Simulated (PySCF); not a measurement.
Trend along group 13: MCl molecules

PBE0 with double-zeta basis sets in PySCF, for the lowest determinant that a PBE0 search found; no spin–orbit coupling. De refers to high-spin ground-configuration atoms. A positive dipole means M(−)Cl(+).

```json
{"M": "B", "basis": "def2-SVP", "state (unpaired electrons)": "singlet (closed shell)", "Re (Å)": "1.719", "ωe (cm⁻¹)": "860", "De (eV)": "5.38", "μ (D)": "1.77"}
{"M": "Al", "basis": "x2c-SVPall", "state (unpaired electrons)": "singlet (closed shell)", "Re (Å)": "2.147", "ωe (cm⁻¹)": "492", "De (eV)": "5.13", "μ (D)": "-1.27"}
{"M": "Ga", "basis": "cc-pVDZ-PP/cc-pV(D+d)Z", "state (unpaired electrons)": "singlet (closed shell)", "Re (Å)": "2.246", "ωe (cm⁻¹)": "356", "De (eV)": "4.73", "μ (D)": "-2.68"}
{"M": "In", "basis": "def2-SVP", "state (unpaired electrons)": "singlet (closed shell)", "Re (Å)": "2.430", "ωe (cm⁻¹)": "328", "De (eV)": "4.51", "μ (D)": "-3.19"}
{"M": "Tl", "basis": "def2-SVP", "state (unpaired electrons)": "singlet (closed shell)", "Re (Å)": "2.519", "ωe (cm⁻¹)": "298", "De (eV)": "4.33", "μ (D)": "-4.16"}
```

The shortest bond is that of BCl (1.719 Å), the longest that of TlCl (2.519 Å).

The rows differ in basis set, which adds steps of its own.

Down a group the atoms grow and get heavier, so bonds lengthen and wavenumbers fall; this series shows no clear exception.

These are scalar-relativistic numbers at best; spin–orbit coupling would shift them, the dissociation energy most.
